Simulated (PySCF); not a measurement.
Species: C2H7NOSi.
Numbering: `[NH2:1][C:2](=[O:3])[CH2:4][SiH3:5]` (hydrogens: H6, H7 on N1; H8, H9 on C4; H10, H11, H12 on Si5)

Theory: PBE0-D3(BJ)/def2-SVP geometry optimisation, gas phase in PySCF.

(1) List the bond lengths, angles and torsions at this level.

Answers

(1) 
```
                     bond  length (Å)   order
                    N1–C2       1.363  single
                    C2=O3       1.212  double
                    C2–C4       1.514  single
                   C4–Si5       1.894  single
             N1–H6, N1–H7       1.010  single
             C4–H8, C4–H9       1.101  single
Si5–H10, Si5–H11, Si5–H12       1.494  single
```

Bonds in one row agree within 0.01 Å and their mean is given. Orders are formal, as drawn. A selection of angles:
```
      angle  degrees
   C2–N1–H6    122.8
   C2–N1–H7    118.0
   H6–N1–H7    119.1
   N1–C2–O3    122.5
   N1–C2–C4    114.9
   O3–C2–C4    122.7
  C2–C4–Si5    112.7
   C2–C4–H8    107.3
   C2–C4–H9    111.6
  Si5–C4–H8    108.3
   H8–C4–H9    108.3
 C4–Si5–H10    110.3
H10–Si5–H11    109.0
H11–Si5–H12    108.5
```

Dihedral angles: N1–C2–C4–Si5 -80° (synclinal). The mirror-image conformer, all signs reversed, is as good.

Of the pairs four or more bonds apart, Si5···H6 is among the closest relative to their van der Waals radii: 3.37 Å, 102 % of the sum of Bondi's values. N1 (amide nitrogen) is planar (angles 122.8°, 119.1° and 118.0°, sum 359.9°, 0.02 Å off the plane of its three neighbours). Si5 (SiH3 silicon) is tetrahedral (angles from 108.5° to 110.3°).

Point group: C1 (no symmetry element, even within 0.4 Å). No PBE0-D3(BJ)/def2-SVP frequencies stand behind this structure, so it isn't proved a minimum. The numbers are those of one conformer.

The run took 52 s of wall time on Arm Neoverse V1, one thread, shared host with 32 logical CPUs at a one-minute load of 24, and the process peaked at 0.45 GiB of memory. These figures are those of the optimisation.
